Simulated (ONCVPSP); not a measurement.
# tellurium (Te): one change to an ONCV potential, before and after

ONCVPSP 4.0.1 input, shortened (lines: element, Z, core and valence counts, functional; n l f; lmax; l rc ep ncon nbas qcut; lloc lpopt rc5 dvloc0; l nproj debl; icmod fcfact rcfact), PBE, fully relativistic:

```
  Te 52.00    6    5        4      upf
    1    0    2.00
    2    0    2.00
    2    1    6.00
    3    0    2.00
    3    1    6.00
    3    2   10.00
    4    0    2.00
    4    1    6.00
    4    2   10.00
    5    0    1.75
    5    1    4.25
    3
    0    1.25    0.00    4    7    8.10
    1    1.20    0.00    4    7   10.10
    2    1.05    0.00    4    8    8.70
    3    1.05    0.44    5    8    9.50
    4    5    1.05   -1.00
    0    2    3.50
    1    2    1.00
    2    2    2.70
    3    2    0.60
    0    0.00    0.00
```

Open shells are filled in proportion to 2j + 1.

Change: f: debl 1.

Cutoffs: the cutoffs (Ha) at which the residual kinetic energy of the hardest occupied pseudo-wave falls to 1 and 0.1 mHa per electron; they do not see the model core or the augmentation charge, which bear on the density cutoff. Errors are all-electron minus pseudo energies relative to the spin-unpolarised reference configuration.

**Question.** How do hardness, ghosts and transferability respond?

**Answer.** The potential gets neither clearly harder nor softer (127 Ha and 209 Ha → 127 Ha and 209 Ha); the errors of the 4 common tests hardly move; the range in which the f5/2 phases agree widens (upper end 2.8 → at the end of the scan); neither file shows a bound ghost.

```csv
quantity,base,changed
"cutoff, loose",127 Ha,127 Ha
"cutoff, tight",209 Ha,209 Ha
bound ghosts,none,none
GHOST(+) flags under 300 eV,"f7/2 at 83.9 eV, f5/2 at 84.4 eV",none
"error for 4s2 4p6 4d10 5s2 5p4, meV [ΔE -2.29 eV]",0.0,0.0
"error for 4s2 4p6 4d10 5s2 5p3, meV [ΔE 7.46 eV]",+0.9,+0.9
"error for 4s2 4p6 4d10 5s2 5p2, meV [ΔE 25.41 eV]",+2.2,+2.2
"error for 4s2 4p6 4d9 5s2 5p5, meV [ΔE 35.91 eV]",+17,+17
s: phases at 1.27 bohr within 0.05 rad from the reference energy up to (Ha; the scan ends near 5),to the end of the scan,to the end of the scan
p3/2: phases at 1.22 bohr within 0.05 rad from the reference energy up to (Ha; the scan ends near 5),to the end of the scan,to the end of the scan
p1/2: phases at 1.22 bohr within 0.05 rad from the reference energy up to (Ha; the scan ends near 5),to the end of the scan,to the end of the scan
d5/2: phases at 1.07 bohr within 0.05 rad from the reference energy up to (Ha; the scan ends near 5),to the end of the scan,to the end of the scan
d3/2: phases at 1.07 bohr within 0.05 rad from the reference energy up to (Ha; the scan ends near 5),to the end of the scan,to the end of the scan
f7/2: phases at 1.07 bohr within 0.05 rad from the reference energy up to (Ha; the scan ends near 5),n/a,to the end of the scan
f5/2: phases at 1.07 bohr within 0.05 rad from the reference energy up to (Ha; the scan ends near 5),2.8,to the end of the scan
```
